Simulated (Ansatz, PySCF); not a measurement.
1,3-azasiletidine (C₂H₇NSi), SMILES [SiH2]1CNC1. Atoms are numbered in the order given.

```xyz
11

C     -0.4450     0.1296    -1.1606
N     -1.2503    -0.2623     0.0000
C     -0.4450     0.1296     1.1606
Si     1.0520    -0.0398     0.0000
H     -0.5548    -0.5377    -2.0308
H     -0.5906     1.1767    -1.5026
H     -2.2182     0.0536     0.0000
H     -0.5906     1.1767     1.5026
H     -0.5548    -0.5377     2.0308
H      2.1112     1.0159     0.0000
H      1.6998    -1.3844     0.0000
```

Coordinates come from a PBE0-D3(BJ)/def2-SVP optimisation.

Two levels are set side by side: PBE-D3(BJ)/def2-SVP (Ansatz, an electronic-structure program) and PBE0-D3(BJ)/def2-SVP (Ansatz). Each level has its own optimised geometry; the coordinates shown are those of the second. Frequencies come from the Hessian of PySCF at each geometry. Differences are taken from unrounded values.

```csv
quantity,PBE0-D3(BJ),PBE-D3(BJ),PBE-D3(BJ) minus PBE0-D3(BJ)
mean bond length (Å),1.379,1.390,0.011
bond C1–N2 (Å),1.466,1.477,0.011
bond C1–Si4 (Å),1.902,1.915,0.014
bond N2–C3 (Å),1.466,1.477,0.011
bond C3–Si4 (Å),1.902,1.915,0.014
bond C1–H5 (Å),1.102,1.111,0.008
bond C1–H6 (Å),1.111,1.121,0.010
bond N2–H7 (Å),1.018,1.029,0.010
bond C3–H8 (Å),1.111,1.121,0.010
bond C3–H9 (Å),1.102,1.111,0.008
bond Si4–H10 (Å),1.495,1.506,0.011
bond Si4–H11 (Å),1.493,1.503,0.011
highest harmonic wavenumber (cm⁻¹),3550,3405,-145
mean harmonic wavenumber (cm⁻¹),1429,1377,-52
zero-point energy (kcal/mol),55.14,53.15,-1.99
```

Exact exchange shortens and stiffens bonds; PBE has none. Differences between two approximate levels are no errors against the true value.
